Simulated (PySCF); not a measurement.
B(F)(Cl)(NH2) (BClFH₂N), SMILES B(Cl)(N)F.

Coordinates come from a B3LYP-D3(BJ)/def2-SVP optimisation. Other conformers were not sampled.

Calculation: HF/def2-TZVPD (PySCF).

The molecule is in vacuum.

Q: Estimate the frontier levels, gap, dipole moment and polarisability. (The exact figures need the calculation; the answer reports its results.)

A: 
The highest occupied level comes out as -12.06 eV, the lowest empty level is 1.19 eV and the orbital gap is 13.25 eV. The dipole moment is 2.82 D, the quadrupole, principal values (traceless, Buckingham form, about the centre of nuclear charge) comes out as -3.55, -2.22, 5.77 D·Å and the mean static polarisability comes out as 34.6 bohr³ (5.12 Å³). The polarisability, principal values comes out as 28.6, 33.6, 41.6 bohr³.
